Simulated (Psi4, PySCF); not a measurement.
Here is a job for Psi4.
```
memory 2 GB

molecule {
1 1
  Zn   -0.34914678   -0.20143649   -0.26629558
  C     1.09381840    0.63106679    0.83425947
  H     1.59595133   -0.20267503    1.33375943
  H     0.57940379    1.30261333    1.52792074
  H     1.73613783    1.15675559    0.12163043
}

set basis 6-31g*
set scf_type pk
set puream true
set d_convergence 1e-8
set dft_radial_points 99
set dft_spherical_points 590

energy('r2scan')
print_variables()
```

Write the same job for PySCF.

This is not unique; one that fits is 
```python
from pyscf import gto, scf, dft

mol = gto.Mole()
mol.atom = '''
    Zn   -0.349147   -0.201436   -0.266296
    C     1.093818    0.631067    0.834259
    H     1.595951   -0.202675    1.333759
    H     0.579404    1.302613    1.527921
    H     1.736138    1.156756    0.121630
'''
mol.basis = '6-31g*'
mol.charge = 1
mol.spin = 0
mol.verbose = 3
mol.build()

mf = dft.RKS(mol)
mf.xc = 'r2scan'
mf.grids.atom_grid = (99, 590)
mf.grids.prune = None
mf.kernel()
```

Both were run: Psi4 gave -1818.605519 Eh and PySCF -1818.605439 Eh, 0.080 mEh apart.
